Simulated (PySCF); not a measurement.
C₂H₆ClSn, charge +1. Atoms are numbered in the order given.

```xyz
10

Sn    -0.2269     0.1040    -0.1307
C     -1.7696    -1.3319    -0.3095
H     -1.3027    -2.3255    -0.3544
H     -2.3686    -1.1199    -1.2059
H     -2.3955    -1.2503     0.5936
C      0.0346     2.1267    -0.6907
H      0.4658     2.1302    -1.7046
H      0.7373     2.5856     0.0184
H     -0.9383     2.6374    -0.6916
Cl     1.6211    -0.7427     0.9341
```
Charge +1, spin multiplicity 1.

Geometry: PBE0-D3(BJ)/def2-SVP. The multiplicity is an assumed one; other spin states were not compared. The isomer is the one that the SMILES or the coordinates give; other isomers of the formula were not compared. The def2 effective core potentials stand for the cores of Sn; spin–orbit coupling is left out.

Level of theory: PBE0/def2-TZVP (PySCF).

Atomic charges (e):

```tsv
atom	Löwdin	Mulliken
Sn1	0.79	1.01
C2	-0.45	-0.53
H3	0.16	0.21
H4	0.15	0.21
H5	0.16	0.21
C6	-0.45	-0.53
H7	0.16	0.21
H8	0.16	0.21
H9	0.15	0.21
Cl10	0.18	-0.19
```
